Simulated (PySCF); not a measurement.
SMILES C[SiH2][SiH2]O[SiH3] (CH10OSi3) (GFN2-xTB optimised geometry):

```
15

C      3.066    -0.998     0.000
Si     1.165    -0.998     0.000
Si     0.391     1.174     0.000
O     -1.233     1.123    -0.071
Si    -2.763     0.823    -0.483
H      3.462    -0.493     0.877
H      3.464    -0.491    -0.875
H      3.461    -2.009    -0.001
H      0.736    -1.793     1.167
H      0.736    -1.794    -1.167
H      0.805     1.996    -1.148
H      0.642     1.962     1.214
H     -3.464     0.582     0.776
H     -2.772    -0.354    -1.351
H     -3.257     2.009    -1.180
```

Computed with PBE0/def2-TZVP in PySCF.

Q: What are the frontier orbital energies and the dipole moment?

A: HOMO-2 -9.21 eV, HOMO-1 -8.46 eV, HOMO -7.79 eV, LUMO -0.67 eV, LUMO+1 0.29 eV; dipole moment 0.75 D.

Meta-Löwdin charges at PBE0/def2-TZVP: C1 -0.59, Si2 0.35, Si3 0.65, O4 -0.85, Si5 0.77, H6 0.13, H7 0.13, H8 0.14, H9 -0.08, H10 -0.08, H11 -0.11, H12 -0.10, H13 -0.11, H14 -0.12, H15 -0.12.
